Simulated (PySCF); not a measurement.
Compound: C₅H₆N₂O₂.
SMILES: `Cn1nc(O)ccc1=O`

All values: B3LYP/def2-SVPD (PySCF, non-relativistic), on one gas-phase PBE0-D3(BJ)/def2-SVP geometry that isn't relaxed in the solvent. The solvent is an IEF-PCM continuum (Bondi radii, 1.10 Å for H, scaled by 1.2), and excitations are vertical TDDFT with non-equilibrium linear response and a frozen core. The model holds no explicit solvent molecules, cavitation or dispersion.

Gas-phase singlets (H = HOMO, L = LUMO):

```tsv
state	E (eV)	λ (nm)	f	leading configurations
S1	3.913	317	0.067	H→L 98%
S2	3.999	310	0.000	H-1→L 99%
S3	5.632	220	0.002	H-1→L+1 73%, H-3→L 21%
S4	5.664	219	0.026	H→L+1 65%, H-2→L 31%
S5	5.741	216	0.000	H→L+2 93%
```

Question: How does the list change in chloroform (ε = 4.711)?

Answer: 
```
state  E (eV)  λ (nm)      f  leading configurations  change by rank (eV)
   S1   3.985     311  0.093                 H→L 98%               +0.072
   S2   4.242     292  0.001               H-1→L 99%               +0.243
   S3   5.658     219  0.046    H→L+1 70%, H-2→L 28%               +0.026
   S4   5.777     215  0.003  H-1→L+1 58%, H-3→L 39%               +0.113
   S5   5.981     207  0.001  H→L+2 82%, H-1→L+1 10%               +0.240
```

Question: Give the list for dichloromethane (ε = 8.93), n² = 2.03.

Answer: 
| state | E (eV) | λ (nm) | f | leading configurations | change by rank (eV) |
| --- | --- | --- | --- | --- | --- |
| S1 | 4.010 | 309 | 0.093 | H→L 98% | +0.097 |
| S2 | 4.290 | 289 | 0.001 | H-1→L 99% | +0.291 |
| S3 | 5.663 | 219 | 0.045 | H→L+1 70%, H-2→L 28% | +0.031 |
| S4 | 5.805 | 214 | 0.003 | H-1→L+1 55%, H-3→L 43% | +0.141 |
| S5 | 6.019 | 206 | 0.002 | H→L+2 77%, H-1→L+1 13% | +0.278 |

Question: The ground-state energy changes by -0.364 eV from gas to dichloromethane. By how much does the total energy of gas-phase S1 change?

Answer: E(S1) = E(S0) + excitation energy, so it changes by -0.364 + 0.097 = -0.267 eV: it is lowered less than the ground state, which is what a blue shift means. This is the vertical state, with the slow part of the continuum still set for S0.

Question: How do the frontier levels move from gas to dichloromethane?

Answer: 
```tsv
orbital	gas (eV)	solvent (eV)	change (eV)
LUMO+2	0.18	0.49	+0.31
LUMO+1	-0.12	-0.10	+0.02
LUMO	-2.07	-1.95	+0.12
HOMO	-6.43	-6.43	0.00
HOMO-1	-7.23	-7.42	-0.19
HOMO-2	-8.63	-8.49	+0.14
HOMO-3	-9.15	-9.12	+0.03
```

The HOMO–LUMO gap goes from 4.36 to 4.48 eV. Rows go by rank; for LUMO+1 and LUMO+2 the atom shares or the degeneracy differ between the runs, so the row needn't follow one orbital.

Time: 49 s; peak memory 1.0 GiB. Hardware: Arm Neoverse V2, one thread, shared host. This is the whole response run at B3LYP/def2-SVPD in dichloromethane, SCF included.

Shape of the structure used: `[CH3:1][n:2]1[n:3][c:4]([OH:5])[cH:6][cH:7][c:8]1=[O:9]`: H–O5–C4–N3 0°.
